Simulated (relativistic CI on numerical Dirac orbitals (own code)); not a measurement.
## Energy levels of La⁹⁺

These numbers are calculated, not measured: Dirac-Coulomb-Breit CI, orbitals from a KLI potential per configuration, QED by a radiative potential, unscaled Slater integrals (own radial code, finite nucleus).

Configurations in the expansion (outside the closed core [Kr]): 4d¹⁰5s², 4d¹⁰5s5p, 4d¹⁰5s4f, 4d¹⁰5s5d, 4d¹⁰5s5f, 4d¹⁰5p5d, 4d¹⁰4f5d, 4d¹⁰5s5g, 4d⁹5s²4f, 4d¹⁰5s6s, 4d¹⁰5s6p, 4d¹⁰5p5g, 4d¹⁰5s6d, 4d¹⁰4f5g, 4d¹⁰5d5f, 4d¹⁰5s7s, 4d⁹5s²5p, 4d¹⁰5s7p, 4d¹⁰5s6f, 4d¹⁰5s7d, 4d¹⁰5s8s, 4d¹⁰5p², 4d⁹4f5p², 4d¹⁰4f², 4d⁹4f³, 4d¹⁰4f5p, 4d⁹4f²5p, 4d¹⁰5d², 4d⁹4f5d², 4d¹⁰5f², 4d⁹4f5f², 4d¹⁰5p5f, 4d⁹4f5p5f, 4d¹⁰4f5f, 4d⁹4f²5f. Double excitations out of closed p, d and f shells are left out; levels of such configurations are missing from the list, as are those of other unlisted configurations, and high levels can miss mixing partners. Some configurations lack a partner that the ground configuration has and come out too high, among them 4d⁹5s²5p.

```tsv
No.	Configuration	Term	J	E (cm⁻¹)	%	jj configuration (%)
1	4d¹⁰5s²	¹S	0	0	98	closed (98)
2	4d¹⁰5s5p	³P°	0	115004	99	5s 5p1/2 (99)
3	4d¹⁰5s5p	³P°	1	121432	93	5s 5p1/2 (87)
4	4d¹⁰5s5p	³P°	2	144960	99	5s 5p3/2 (99)
5	4d¹⁰5s5p	¹P°	1	178213	91	5s 5p3/2 (85)
6	4d¹⁰5s4f	³F°	2	197693	99	5s 4f5/2 (99)
7	4d¹⁰5s4f	³F°	3	198370	98	5s 4f5/2 (67)
8	4d¹⁰5s4f	³F°	4	199495	99	5s 4f7/2 (99)
9	4d¹⁰5s4f	¹F°	3	206971	98	5s 4f7/2 (66)
10	4d¹⁰5p²	³P	0	292994	87	5p1/2^2 (93)
11	4d¹⁰5p²	¹D	2	312626	61	5p1/2 5p3/2 (91)
12	4d¹⁰5p²	³P	1	313002	100	5p1/2 5p3/2 (100)
13	4d¹⁰5p²	³P	2	340800	70	5p3/2^2 (92)
14	4d¹⁰4f5p	³G	3	347895	58	4f5/2 5p1/2 (96)
15	4d¹⁰4f5p	³F	2	351182	69	4f5/2 5p1/2 (90)
16	4d¹⁰4f5p	³F	3	351376	48	4f7/2 5p1/2 (92)
17	4d¹⁰4f5p	³F	4	353466	43	4f7/2 5p1/2 (94)
18	4d¹⁰5p²	¹S	0	373846	83	5p3/2^2 (90)
19	4d¹⁰4f5p	³G	3	373917	37	4f5/2 5p3/2 (90)
20	4d¹⁰4f5p	³F	4	376569	52	4f7/2 5p3/2 (64)
21	4d¹⁰4f5p	³D	2	379295	41	4f5/2 5p3/2 (81)
22	4d¹⁰4f5p	³D	3	380277	59	4f7/2 5p3/2 (78)
23	4d¹⁰4f5p	³G	5	381046	100	4f7/2 5p3/2 (100)
24	4d¹⁰4f5p	³D	1	381991	68	4f5/2 5p3/2 (68)
25	4d¹⁰4f5p	¹D	2	386663	52	4f7/2 5p3/2 (77)
26	4d¹⁰4f5p	¹G	4	389067	83	4f5/2 5p3/2 (63)
27	4d¹⁰5s5d	³D	1	398499	68	5s 5d3/2 (68)
28	4d¹⁰5s5d	³D	2	398924	77	5s 5d3/2 (54)
29	4d¹⁰5s5d	³D	3	400668	89	5s 5d5/2 (89)
30	4d¹⁰4f²	³H	4	426385	99	4f5/2^2 (82)
31	4d¹⁰4f²	³H	5	427617	100	4f5/2 4f7/2 (100)
32	4d¹⁰4f²	³H	6	428977	100	4f7/2^2 (84)
33	4d¹⁰4f²	³F	2	433027	95	4f5/2^2 (67)
34	4d¹⁰4f²	³F	3	433866	100	4f5/2 4f7/2 (100)
35	4d¹⁰4f²	³F	4	434157	69	4f5/2 4f7/2 (79)
36	4d¹⁰5s5d	¹D	2	435308	49	5s 5d5/2 (33)
37	4d¹⁰4f²	¹G	4	436089	67	4f7/2^2 (89)
38	4d¹⁰4f²	¹I	6	453733	100	4f5/2 4f7/2 (84)
39	4d¹⁰4f²	¹D	2	454340	58	4f5/2 4f7/2 (37)
40	4d¹⁰4f²	³P	0	455623	100	4f5/2^2 (61)
41	4d¹⁰4f²	³P	1	455923	100	4f5/2 4f7/2 (100)
42	4d¹⁰4f²	³P	2	456763	82	4f7/2^2 (67)
43	4d¹⁰4f²	¹S	0	491630	96	4f7/2^2 (59)
44	4d¹⁰5p5d	³F°	2	520439	79	5p1/2 5d3/2 (98)
45	4d¹⁰5p5d	³F°	3	532725	82	5p1/2 5d5/2 (79)
46	4d¹⁰5p5d	¹D°	2	537007	35	5p1/2 5d5/2 (90)
47	4d¹⁰5p5d	³D°	1	541033	66	5p1/2 5d3/2 (87)
48	4d¹⁰5s6s	³S	1	543562	100	5s 6s (100)
49	4d¹⁰5p5d	³F°	4	553470	97	5p3/2 5d5/2 (97)
50	4d¹⁰5p5d	¹D°	2	556323	39	5p3/2 5d3/2 (64)
51	4d¹⁰5s6s	¹S	0	556817	99	5s 6s (99)
52	4d¹⁰5p5d	³D°	3	562586	67	5p3/2 5d3/2 (47)
53	4d¹⁰5p5d	³P°	0	565083	94	5p3/2 5d3/2 (94)
54	4d¹⁰5p5d	³P°	1	565301	70	5p3/2 5d3/2 (86)
55	4d¹⁰5p5d	³P°	2	567048	54	5p3/2 5d5/2 (66)
56	4d¹⁰5p5d	¹F°	3	577144	55	5p3/2 5d5/2 (48)
57	4d¹⁰5p5d	¹P°	1	585028	56	5p3/2 5d5/2 (61)
58	4d¹⁰4f5d	¹G°	4	587969	81	4f5/2 5d3/2 (40)
59	4d¹⁰4f5d	³F°	2	589944	86	4f5/2 5d3/2 (85)
60	4d¹⁰4f5d	³F°	3	591542	69	4f7/2 5d3/2 (52)
61	4d¹⁰4f5d	³H°	4	592213	71	4f5/2 5d3/2 (52)
62	4d¹⁰4f5d	³G°	3	593515	68	4f5/2 5d3/2 (46)
63	4d¹⁰4f5d	³F°	4	594546	54	4f7/2 5d5/2 (69)
64	4d¹⁰4f5d	³H°	5	594732	89	4f7/2 5d3/2 (67)
65	4d¹⁰4f5d	³G°	4	595996	71	4f5/2 5d5/2 (67)
66	4d¹⁰4f5d	¹D°	2	597070	84	4f7/2 5d5/2 (46)
67	4d¹⁰4f5d	³G°	5	597885	89	4f7/2 5d5/2 (73)
68	4d¹⁰4f5d	³H°	6	598443	99	4f7/2 5d5/2 (99)
69	4d¹⁰4f5d	³D°	1	601768	90	4f5/2 5d3/2 (58)
70	4d¹⁰4f5d	³D°	2	602821	86	4f7/2 5d3/2 (51)
```

Energies count from the lowest computed level; ° marks odd parity. Filled j subshells are mostly left out of the jj labels.

The mean weight of the leading LS term, summed over parents, in these 70 levels is 78 %, and that of the leading jj configuration (from the same eigenvectors) 78 %.

At this charge transitions that keep the count of f electrons are usually good to a few per cent. Levels and lines within the n = 5 or 6 shells can be off by up to 10 % or somewhat more, and those that change n by about 2 %, since core polarisation is missing. Levels that differ in their count of f electrons can be misplaced by several ten thousand cm⁻¹, since the correlation energy of f electrons is missing or only estimated; rates across such gaps can be off by orders of magnitude.

LS names give the leading component of a level, which can be under half, so a name can repeat, a term be missing and a line seem to break the LS rules.
